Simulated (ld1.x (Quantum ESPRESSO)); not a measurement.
## Pseudopotential generation for iridium (Ir): TM, PBE, scalar-relativistic.

ld1.x (Quantum ESPRESSO) 7.5 input, shortened:

```
&input
   title='Ir', zed=77., rel=1, dft='PBE', iswitch=3,
   config='[Xe] 4f14 5d7 6s0.5 6p0'
 /
 &inputp
   pseudotype=2, tm=.true., lloc=2,
   nlcc=.false.
 /
3
5S  1  0   2.00   0.00  1.50  1.50  0.0
5P  2  1   6.00   0.00  1.80  1.80  0.0
5D  3  2   7.00   0.00  1.25  1.25  0.0
 &test
   configts(1)='5s2 5p6 5d7 6s0.5 6p0'
 /
```

Occupied shells without a wave of their own: 6s. They enter only through the test configuration that unscreens the potential.

All-electron outer shells of the reference configuration (PBE, scalar-relativistic, ld1.x):

| shell | level (eV) | outermost node (bohr) | outermost maximum (bohr) |
| --- | --- | --- | --- |
| 5s | -110.87 | 0.50 | 0.89 |
| 4f | -75.05 | – | 0.39 |
| 5p | -67.62 | 0.54 | 1.01 |
| 5d | -19.76 | 0.59 | 1.29 |
| 6s | -17.45 | 1.17 | 2.30 |
| 6p | -10.55 | 1.38 | 2.95 |

Results:

```json
{
 "Cutoffs needed": "70 Ry and 100 Ry (the cutoffs (Ry, on a coarse ladder) from which the occupation-weighted sum of valence levels, in a spherical-Bessel basis at the reference potential, stays within 10 and 1 mRy of its value at 400 Ry)",
 "Ghost test": "no extra level below or beside the all-electron valence levels (s, p, d, f tested) (spherical-Bessel basis up to 400 Ry, 20 bohr box)",
 "Largest excitation error": "-1347 meV (all-electron minus pseudo) for 5s2 5p6 5d6 6s2 6p0, out of 7 test configurations"
}
```

The potential misses its own reference levels by up to 0.9 eV.

Generation and tests took about 2.4 s on one core of a shared server CPU.
